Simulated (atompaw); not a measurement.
# gadolinium: PAW (atompaw) pseudisation with LDA (PW92), scalar-relativistic reference atom.

- Element: Gd
- Generator: atompaw 4.2.0.5
- Type: PAW
- Functional: LDA (PW92)
- Relativity: scalar-relativistic
- Frozen core: [Xe] 4f7
- Valence charge: 3
- Reference configuration: 5d1 6s2 6p0
- Partial waves: 6s (bound): rc 3.00 bohr; 6s channel at 0.15 Ry: rc 3.00 bohr; 6p (bound, empty): rc 3.00 bohr; 6p channel at 0.25 Ry: rc 3.00 bohr; 5d (bound): rc 3.00 bohr; 5d channel at 3.1 Ry: rc 3.00 bohr; 5f channel at -0.05 Ry: rc 3.00 bohr; 5f channel at 0.7 Ry: rc 3.00 bohr
- Local potential: troulliermartins scheme with l = 4 at 0 Ry, radius 2.85 bohr
- Core correction: smooth core density matched at 1.65 bohr
- Augmentation charge: besselshape compensation charge, radius 2.90 bohr; PAW radius 3.00 bohr; waves and projectors: custom polynom2 7 10 vanderbiltortho

Poles of the logarithmic derivatives, all-electron (AE) and pseudo (PS). s: poles at 2.1 (AE) and -1.1, 2.1 (PS) Ry. p: poles at -1.9, 3.4 (AE) and -1.6, 3.5 (PS) Ry. d: poles at 0.5 (AE) and 0.5 (PS) Ry. f: poles at -0.6, 3.1 (AE) and -0.2, 4.9 (PS) Ry. Test radius 3.00 bohr.

* Cutoffs needed: 10 Ry and 21 Ry (the cutoffs (Ry, on a coarse ladder) from which the occupation-weighted sum of valence levels, in a spherical-Bessel basis at the reference potential, stays within 10 and 1 mRy of its value at 400 Ry)
* Ghost test: ghost states, extra bound levels that the all-electron valence spectrum of the same l lacks: p at -22.8 eV, s at -15.7 eV, f at -2.89 eV; a true bound ghost makes a file unfit for plane-wave use (spherical-Bessel basis up to 400 Ry, 20 bohr box)
* Lowest eigenvalue of the overlap operator: 0.40 (s channel)
* Overlap eigenvalues printed by atompaw (projector basis): 0.399, 0.914, 1.74, 1.84, 1.21e+03, 5.31e+04, 7.42e+04, 9.47e+04
* Share of each valence orbital outside the PAW sphere: 6s 74 %, 6p 93 %, 5d 36 %
